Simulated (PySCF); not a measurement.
AlF3, SMILES [F][Al-]([F])[F], charge -1, multiplicity 2. Geometry: PBE0-D3(BJ)/def2-SVPD.

Calculation: PBE0-D3(BJ)/def2-SVPD in PySCF.

Harmonic wavenumbers (cm⁻¹): 211, 211, 305, 622, 738, 738. Rotational constants (GHz): 6.206, 6.206, 3.382; symmetry number 3.

Problem. Work out the zero-point energy and the ideal-gas rigid-rotor harmonic-oscillator thermochemistry at 298.15 K and 1 atm.

Solution. ZPE = ½ Σ hcν = ½ × 2824 cm⁻¹ = 16.89 kJ/mol. H − E(el) = 31.66 kJ/mol. Entropy in J/(mol K): translation 164.00, rotation 96.78, vibration 26.79, spin 5.76, total 293.34. G − E(el) = -55.80 kJ/mol. Cp = 65.96 J/(mol K).
